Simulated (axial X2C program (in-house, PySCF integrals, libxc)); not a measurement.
## H₂: a run with one poor setting

Computed with an in-house relativistic program for diatomic molecules. Spin-free means the one-electron spin-free X2C Hamiltonian. Basis: H dyall-v3z [6s2p1d] (cores contracted in-house); Gaussian nuclei, density fitting, unrestricted open shells. Masses: H 1.008 u.

One setting of this run was spoiled on purpose, so its numbers are not properties of H₂. Level: PBE0, scalar-relativistic; state M_S = 0, Λ = 0 (closed shell).

```tsv
R (Å)	E − E(lowest point) (eV)	SCF iterations
0.647	0.2135	5
0.677	0.0963	5
0.699	0.0409	5
0.722	0.0100	5
0.744	0.0000	2
0.770	0.0110	5
0.796	0.0429	5
0.830	0.1092	5
0.871	0.2213	5
0.930	0.4306	5
```

Fit: Re 0.745 Å, ωe 4417.9 cm⁻¹, residual 0.017 microhartree, De 4.53 eV.

Output at the reference distance:

```
spin-free X2C-1e  PBE0
basis functions 34  fitting functions 190  grid points 588
iter        total energy     max residual
   1         -1.168984179     1.47e-06
   2         -1.168984179     2.20e-07
converged
one-electron -2.50181627  Coulomb 1.31486458  exact exchange -0.16435807  xc functional -0.52893410  nuclear repulsion 0.71125969
```

Task: Which setting was spoiled?
A. an excited determinant was followed
B. integration grid too coarse
C. density fitting set too sparse
D. too few iterations allowed
E. virtual space cut too low

Result: B. Integration grid too coarse: 30 radial and 14 angular points an atom against the usual 100 and 30 (atoms up to Ar take three quarters of the radial points).
